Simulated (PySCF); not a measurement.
B(All)(F)(H) (C3H6BF), SMILES FBCC=C. Geometry: PBE0-D3(BJ)/def2-SVP. The structure was generated by enumeration, and PubChem lists no compound with its InChIKey, so it may never have been made. The values are those of a single conformer.

Computed equilibrium geometry at PBE0-D3(BJ)/def2-SVP (PySCF confirms it by a frequency run) as bond lengths and angles (one conformer of several):
Atoms: B1 C2 C3 C4 H5 H6 H7 H8 H9 F10 H11. Bonded distances (Å): B1–C2 1.566, B1–F10 1.324, B1–H11 1.213, C2–C3 1.495, C2–H5 1.112, C2–H6 1.102, C3–C4 1.334, C3–H7 1.098, C4–H8 1.095, C4–H9 1.093. Bond angles (°): C2–B1–F10 119.6, C2–B1–H11 123.7, F10–B1–H11 116.6, B1–C2–C3 114.3, B1–C2–H5 103.2, B1–C2–H6 111.0, C3–C2–H5 109.5, C3–C2–H6 112.2, H5–C2–H6 106.0, C2–C3–C4 125.4, C2–C3–H7 116.0, C4–C3–H7 118.6, C3–C4–H8 121.6, C3–C4–H9 121.3, H8–C4–H9 117.1.
